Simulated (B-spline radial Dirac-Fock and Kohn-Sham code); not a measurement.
**Form factor and incoherent scattering function of Tm³⁵⁺**

System: thulium as Tm³⁵⁺, configuration [Ar] 3d10 4s2 4p4.

Level of theory: Dirac-Fock densities; a radial B-spline solver. f₀ is the Fourier transform of the spherical electron density, S the Waller-Hartree incoherent function, and s = sin θ/λ.

| s (Å⁻¹) | f₀ | S |
| --- | --- | --- |
| 0 | 34.000 | 0.000 |
| 0.05 | 33.957 | 0.044 |
| 0.1 | 33.830 | 0.175 |
| 0.15 | 33.619 | 0.389 |
| 0.2 | 33.329 | 0.681 |
| 0.25 | 32.962 | 1.044 |
| 0.3 | 32.525 | 1.469 |
| 0.35 | 32.024 | 1.946 |
| 0.4 | 31.465 | 2.467 |
| 0.45 | 30.854 | 3.021 |
| 0.5 | 30.201 | 3.598 |
| 0.6 | 28.794 | 4.793 |
| 0.7 | 27.305 | 5.996 |
| 0.8 | 25.786 | 7.170 |
| 0.9 | 24.285 | 8.295 |
| 1 | 22.835 | 9.362 |
| 1.1 | 21.461 | 10.369 |
| 1.2 | 20.175 | 11.319 |
| 1.4 | 17.877 | 13.059 |
| 1.6 | 15.911 | 14.614 |
| 1.8 | 14.205 | 16.017 |
| 2 | 12.698 | 17.299 |
| 2.5 | 9.605 | 20.105 |
| 3 | 7.427 | 22.434 |
| 3.5 | 6.073 | 24.336 |
| 4 | 5.274 | 25.871 |
| 5 | 4.326 | 28.124 |
| 6 | 3.528 | 29.655 |

f₀ starts at the number of electrons, 34, and has fallen to half at s ≈ 1.49 Å⁻¹. The sum of ⟨r²⟩ over the electrons is 2.323 bohr².

Values without a named source are computed, but for edge energies of neutral atoms, which are taken from tables.
